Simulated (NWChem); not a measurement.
SiNH4Cl; SMILES N[SiH2]Cl

```xyz
7

Si     0.5443    -0.5100     0.0000
N     -0.6269    -1.7660     0.0000
Cl    -0.2105     1.4507     0.0000
H      1.3455    -0.6303    -1.2367
H      1.3455    -0.6303     1.2367
H     -1.1720    -1.9497     0.8346
H     -1.1720    -1.9497    -0.8346
```
Atoms are numbered in this order, from 1.

Program: NWChem. Medium grid unless said otherwise, to which SCAN and Minnesota functionals are sensitive. Coordinates come from a B3LYP/6-31G* (spherical d) optimisation. Total energies of different functionals are on different scales.

| level | energy (Ha) | highest occupied level (eV) | orbital gap (eV) | dipole (D) |
|---|---|---|---|---|
| B3LYP/def2-SVP | -806.6784 | -7.51 | 8.25 | 2.10 |
| PBE/def2-SVP | -806.2277 | -6.33 | 6.45 | 2.16 |
| BHandHLYP/def2-SVP | -806.6111 | -9.19 | 11.03 | 2.11 |
| PW6B95/def2-SVP | -807.3244 | ___ | ___ | 2.14 |
| r2SCAN/def2-SVP | -806.5572 | -6.74 | 7.34 | 2.21 |
| B97-D/def2-SVP | -806.6264 | -6.34 | 6.61 | 2.16 |
| BLYP/def2-SVP | -806.6021 | -6.13 | 6.33 | 2.09 |
| MPW1K/def2-SVP | -806.6651 | -8.98 | 10.59 | 2.18 |
| TPSSh/def2-SVP | -806.6825 | -7.06 | 7.72 | 2.20 |

**Question.** Some entries are withheld; supply them.

**Answer.** 
- PW6B95/def2-SVP, highest occupied level (eV): -7.94
- PW6B95/def2-SVP, orbital gap (eV): 8.92
